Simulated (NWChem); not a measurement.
System: Si2H4, singlet; SMILES [SiH][SiH3]

The following NWChem deck was run.

```
start job
memory heap 200 mb stack 900 mb global 1100 mb
geometry units angstroms noautosym nocenter noautoz
  Si     0.088817     1.018412    -0.114164
  Si    -0.125907    -1.336986    -0.487465
  H     -1.247054     1.672523    -0.322110
  H      1.082741     1.703671    -0.998265
  H      0.497553     1.251218     1.312241
  H     -1.180397    -1.356096     0.627154
end
basis spherical
  Si library aug-cc-pvdz
  H library aug-cc-pvdz
end
dft
  xc pbe0
  iterations 150
end
property
  response 1 0.0428
end
task dft property
```

Output (shortened):

```
             Northwest Computational Chemistry Package (NWChem) 7.3.0
             --------------------------------------------------------

                             Geometry "geometry" -> ""
                             -------------------------

 Output coordinates in angstroms (scale by  1.889725989 to convert to a.u.)

  No.       Tag          Charge          X              Y              Z
 ---- ---------------- ---------- -------------- -------------- --------------
    1 Si                  14.0000     0.08881700     1.01841200    -0.11416400
    2 Si                  14.0000    -0.12590700    -1.33698600    -0.48746500
    3 H                    1.0000    -1.24705400     1.67252300    -0.32211000
    4 H                    1.0000     1.08274100     1.70367100    -0.99826500
    5 H                    1.0000     0.49755300     1.25121800     1.31224100
    6 H                    1.0000    -1.18039700    -1.35609600     0.62715400

 Effective nuclear repulsion energy (a.u.)      73.5752948604

                              NWChem Property Module
                              ----------------------

                                 NWChem DFT Module
                                 -----------------

 Summary of "ao basis" -> "ao basis" (spherical)
 ------------------------------------------------------------------------------
       Tag                 Description            Shells   Functions and Types
 ---------------- ------------------------------  ------  ---------------------
 Si                       aug-cc-pvdz               11       27   5s4p2d
 H                        aug-cc-pvdz                5        9   3s2p

            General Information
            -------------------
          SCF calculation type: DFT
          Wavefunction type:  closed shell.
          No. of atoms     :     6
          No. of electrons :    32
           Alpha electrons :    16
            Beta electrons :    16
          Charge           :     0
          Spin multiplicity:     1
          Use of symmetry is: off; symmetry adaption is: off
          Maximum number of iterations: 150
          AO basis - number of functions:    90
                     number of shells:    42
          Convergence on energy requested:  1.00D-06
          Convergence on density requested:  1.00D-05
          Convergence on gradient requested:  5.00D-04

              XC Information
              --------------
                         PBE0 Method XC Functional
                     Hartree-Fock (Exact) Exchange  0.250
          PerdewBurkeErnzerhof Exchange Functional  0.750
            Perdew 1991 LDA Correlation Functional  1.000 local
           PerdewBurkeErnz. Correlation Functional  1.000 non-local

             Grid Information
             ----------------
          Grid used for XC integration:  medium
          Radial quadrature: Mura-Knowles
          Angular quadrature: Lebedev.
          Tag              B.-S. Rad. Rad. Pts. Rad. Cut. Ang. Pts.
          ---              ---------- --------- --------- ---------
          Si                  1.10       88          15.0       590
          H                   0.35       45          15.0       434
          Grid pruning is: on
          Number of quadrature shells:   356
          Spatial weights used:  Erf1

      Superposition of Atomic Density Guess
      -------------------------------------

 Sum of atomic energies:        -579.66934233

      Non-variational initial energy
      ------------------------------

 Total energy =    -579.967684
 1-e energy   =    -949.280866
 2-e energy   =     295.737887
 HOMO         =      -0.217739
 LUMO         =      -0.104274

   convergence    iter        energy       DeltaE   RMS-Dens  Diis-err
 ---------------- ----- ----------------- --------- --------- ---------
 d= 0,ls=0.0,diis     1   -581.0359306292 -6.55D+02  7.48D-03  1.02D-01
 d= 0,ls=0.0,diis     2   -581.0511914562 -1.53D-02  2.15D-03  1.44D-02
 d= 0,ls=0.0,diis     3   -581.0542076519 -3.02D-03  6.46D-04  2.70D-03
 d= 0,ls=0.0,diis     4   -581.0548456970 -6.38D-04  8.12D-05  2.59D-05
 d= 0,ls=0.0,diis     5   -581.0548521593 -6.46D-06  4.17D-05  3.73D-06
 d= 0,ls=0.0,diis     6   -581.0548531029 -9.44D-07  4.23D-06  1.31D-07

         Total DFT energy =     -581.054853102863
      One electron energy =     -950.929180142769
           Coulomb energy =      339.256254125892
    Exchange-Corr. energy =      -42.957221946401
 Nuclear repulsion energy =       73.575294860415

 Numeric. integr. density =       32.000001461561

                       DFT Final Molecular Orbital Analysis
                       ------------------------------------

 Vector   14  Occ=2.000000D+00  E=-3.602923D-01
              MO Center=  3.4D-01,  1.2D+00, -3.1D-01, r^2= 2.7D+00
   Bfn.  Coefficient  Atom+Function         Bfn.  Coefficient  Atom+Function
  ----- ------------  ---------------      ----- ------------  ---------------
    64      0.330177  4 H  s                 11     -0.246510  1 Si pz
     9      0.223281  1 Si px                14     -0.217695  1 Si pz
    12      0.205102  1 Si px                73     -0.195693  5 H  s
    55     -0.186914  3 H  s                 31      0.121339  2 Si s
    30      0.078560  2 Si s                 38     -0.064186  2 Si pz

 Vector   15  Occ=2.000000D+00  E=-3.074911D-01
              MO Center= -1.8D-01, -5.3D-01, -2.2D-01, r^2= 3.4D+00
   Bfn.  Coefficient  Atom+Function         Bfn.  Coefficient  Atom+Function
  ----- ------------  ---------------      ----- ------------  ---------------
    82      0.311821  6 H  s                 10      0.217840  1 Si py
    36     -0.215390  2 Si px                64      0.187977  4 H  s
    38      0.186564  2 Si pz                39     -0.187214  2 Si px
    41      0.167149  2 Si pz                37     -0.165586  2 Si py
    13      0.132690  1 Si py                31     -0.130909  2 Si s

 Vector   16  Occ=2.000000D+00  E=-2.450697D-01
              MO Center= -6.7D-02, -1.0D+00, -4.7D-01, r^2= 3.5D+00
   Bfn.  Coefficient  Atom+Function         Bfn.  Coefficient  Atom+Function
  ----- ------------  ---------------      ----- ------------  ---------------
    31      0.397254  2 Si s                 37     -0.321912  2 Si py
    10      0.241519  1 Si py                40     -0.234677  2 Si py
    30      0.222128  2 Si s                 13      0.197989  1 Si py
    38     -0.177747  2 Si pz                 4     -0.169590  1 Si s
    41     -0.149376  2 Si pz                82     -0.110118  6 H  s

 Vector   17  Occ=0.000000D+00  E=-1.252195D-01
              MO Center= -1.3D-01, -1.1D+00, -4.2D-01, r^2= 3.2D+00
   Bfn.  Coefficient  Atom+Function         Bfn.  Coefficient  Atom+Function
  ----- ------------  ---------------      ----- ------------  ---------------
    39      0.385854  2 Si px                41      0.363396  2 Si pz
    36      0.329717  2 Si px                38      0.310582  2 Si pz
    40     -0.092424  2 Si py                55      0.090661  3 H  s
    73     -0.091045  5 H  s                 37     -0.078948  2 Si py
    42      0.072285  2 Si px                44      0.068084  2 Si pz

 Vector   18  Occ=0.000000D+00  E=-5.493777D-03
              MO Center=  8.6D-02,  5.1D-01, -2.4D-01, r^2= 1.3D+01
   Bfn.  Coefficient  Atom+Function         Bfn.  Coefficient  Atom+Function
  ----- ------------  ---------------      ----- ------------  ---------------
     5      2.013909  1 Si s                 84     -0.987978  6 H  s
    57     -0.891241  3 H  s                 75     -0.890937  5 H  s
    66     -0.453038  4 H  s                 42     -0.350218  2 Si px
    43     -0.342476  2 Si py                 4      0.323526  1 Si s
    40     -0.318361  2 Si py                44      0.284777  2 Si pz

 Vector   19  Occ=0.000000D+00  E= 1.567658D-03
              MO Center= -3.3D-01, -1.1D+00, -2.1D-01, r^2= 1.5D+01
   Bfn.  Coefficient  Atom+Function         Bfn.  Coefficient  Atom+Function
  ----- ------------  ---------------      ----- ------------  ---------------
    32      1.583707  2 Si s                 16      1.063251  1 Si py
    43      0.881679  2 Si py                75     -0.590500  5 H  s
    57     -0.583612  3 H  s                 84     -0.542905  6 H  s
    31      0.491199  2 Si s                 13      0.396885  1 Si py
    40      0.378952  2 Si py                17      0.353275  1 Si pz

     Multipole analysis of the density
     ---------------------------------

     L   x y z        total         alpha         beta         nuclear
     -   - - -        -----         -----         ----         -------
     0   0 0 0     -0.000000    -16.000000    -16.000000     32.000000

     1   1 0 0     -0.042458      1.269848      1.269848     -2.582154
     1   0 1 0     -0.047573      1.099391      1.099391     -2.246355
     1   0 0 1      0.031822      7.389419      7.389419    -14.747017

     2   2 0 0    -21.880198    -19.333426    -19.333426     16.786653
     2   1 1 0     -0.078028    -10.047317    -10.047317     20.016607
     2   1 0 1      1.537274      0.856588      0.856588     -0.175901
     2   0 2 0    -24.534275    -99.133446    -99.133446    173.732617
     2   0 1 1     -0.935716    -11.267681    -11.267681     21.599645
     2   0 0 2    -22.320946    -23.167755    -23.167755     24.014565

[...]

 DFT Linear Response polarizability / au
 Frequency  =       0.0428000 / au
 Wavelength =    1064.5643224 / nm
              X              Y              Z
 -----------------------------------------------
 X      60.5378802      3.1231135     -1.8878924
 Y       3.1231247     91.1463371      5.1462554
 Z      -1.8878905      5.1462478     61.3298502
 -----------------------------------------------
 Eigenvalues =      58.0098063     92.2524857     62.7517756
 Isotropic   =      71.0046892
 Anisotropic =      32.1351775
 -----------------------------------------------

 Magnetic Dipole Response Matrix (nonzero elements):
```

Level: PBE0/aug-cc-pVDZ. Low-valent species are run as closed-shell singlets; no triplet was tried in these runs. Structure relaxed at the PBE0/def2-SVP level.
